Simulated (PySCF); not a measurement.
A PySCF script (with the pyscf-properties extension) for the NMR shieldings of SMILES c1([B@@H-](N)[NH3+])cccs1, C$_{4}$H$_{9}$BN$_{2}$S, on a GFN2-xTB geometry:

```python
import basis_set_exchange as bse
import numpy as np
from pyscf import gto, dft
from pyscf.prop import nmr

atoms = """
N    -1.847596   -1.082563    0.755167
B    -1.184430   -0.406426   -0.393649
N    -1.945446    1.106063   -0.430004
C     0.364013   -0.062028   -0.169680
C     1.426124   -0.914048   -0.166037
C     2.676939   -0.307790    0.103648
C     2.574886    1.026296    0.310643
S     0.941092    1.553208    0.178536
H    -2.255271   -1.985322    0.577111
H    -1.325000   -1.129598    1.616409
H    -1.419106   -0.892229   -1.454860
H    -1.559454    1.690306   -1.162995
H    -2.938319    0.954815   -0.563172
H    -1.781678    1.531888    0.476108
H     1.316397   -1.967837   -0.358530
H     3.608760   -0.845843    0.139879
H     3.341092    1.743139    0.531518
"""
names = dict.fromkeys(["N", "B", "C", "S", "H"], "pcSseg-1")
basis = {el: gto.basis.parse(bse.get_basis(n, elements=[el], fmt="nwchem")) for el, n in names.items()}
mol = gto.M(atom=atoms, basis=basis, charge=0, verbose=0)
mf = dft.RKS(mol, xc="PBE0")
mf.grids.level = 2
mf.grids.alignment = dft.numint.BLKSIZE   # the property module wants whole blocks of grid points
mf.conv_tol = 1e-9
mf.kernel()

calc = nmr.RKS(mf)   # GIAO
C = mf.mo_coeff
Co = C[:, mf.mo_occ > 0]
resp = mf.gen_response(singlet=True, hermi=2)
def vind(x):   # induced exchange potential for any number of trial vectors
    d = np.einsum("pi,xij,qj->xpq", C, 2 * x.reshape(-1, C.shape[1], Co.shape[1]), Co, optimize=True)
    return np.einsum("xpq,pi,qj->xij", resp(d - d.transpose(0, 2, 1)), C, Co, optimize=True).ravel()
mo1, _ = nmr.rhf.solve_mo1(calc, with_cphf=vind)
sigma = calc.kernel(mo1)
for i, s in enumerate(sigma):   # ppm
    print("%2d %-2s %9.2f" % (i, mol.atom_pure_symbol(i), np.trace(s) / 3))
```

Task: What are the results?

Result: 
```
 0 N     232.70
 1 B     110.21
 2 N     200.01
 3 C      18.82
 4 C      53.65
 5 C      53.20
 6 C      58.83
 7 S     291.34
 8 H      30.71
 9 H      31.75
10 H      27.92
11 H      28.57
12 H      29.12
13 H      28.89
14 H      24.54
15 H      24.45
16 H      24.81
```

These numbers come from an equivalent density-fitted implementation of the same equations, which agrees with the script to about 0.01 ppm for H and up to a few tenths of a ppm for heavy atoms, so last digits may differ.

Size and cost of the density-fitted run: 188 basis functions, 37 s wall time on 1 thread of an Arm Neoverse V1, shared host; peak memory 0.83 GiB.
